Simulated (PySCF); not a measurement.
**Two-component Hartree-Fock for Cs³⁶⁺ (caesium, charge +36)**

Start: [Ar] 3d1; 3d5/2 filled at m_j = +5/2. Calculated with PySCF 2.14 in an even-tempered Gaussian basis (16 s from 7 bohr⁻², ratio 2.8; 12 p from 9 bohr⁻², ratio 2.8; 8 d from 9 bohr⁻², ratio 2.8; 3 f from 27 bohr⁻², ratio 3): generalised Hartree-Fock with the X2C-1e Hamiltonian and a Gaussian nucleus; one run each with spin-orbit coupling (SO) screened by Boettger's factors, then bare. This is a chosen level, not necessarily the ground level.

```
spinor shell  electrons  ε, screened SO (eV)  ε, bare SO (eV)  weight of nominal j (bare SO)  rms radius, bare SO (bohr)
       1s1/2          2             -38086.6         -38086.4                          1.000                      0.0298
       2s1/2          2              -7648.6          -7648.6                          1.000                       0.120
       2p1/2          2              -7307.0          -7317.5                          1.000                       0.103
       2p3/2          4              -6948.5          -6944.6                          1.000                       0.109
       3s1/2          2              -2819.2          -2819.2                          1.000                       0.297
       3p1/2          2              -2679.3          -2681.8                          0.999                       0.286
       3p3/2          4              -2597.0          -2596.1                          0.999                       0.296
       3d5/2          1              -2405.8          -2404.2                          1.000                       0.259
```

```tsv
quantity	screened SO	bare SO
E (hartree)	-6776.23842	-6776.39519
M_J	5/2	5/2
⟨J²⟩	8.751	8.751
⟨L²⟩	6.016	6.017
⟨S²⟩	0.765	0.766
```

Each row is a mean over spinors that exchange with the open shell spreads, by up to 19.810 eV (3p3/2).

Breit and QED terms are absent; they matter most for the inner s and p1/2 levels.

Densities and radii are taken from the X2C orbitals without a picture-change correction, which distorts them close to the nucleus.
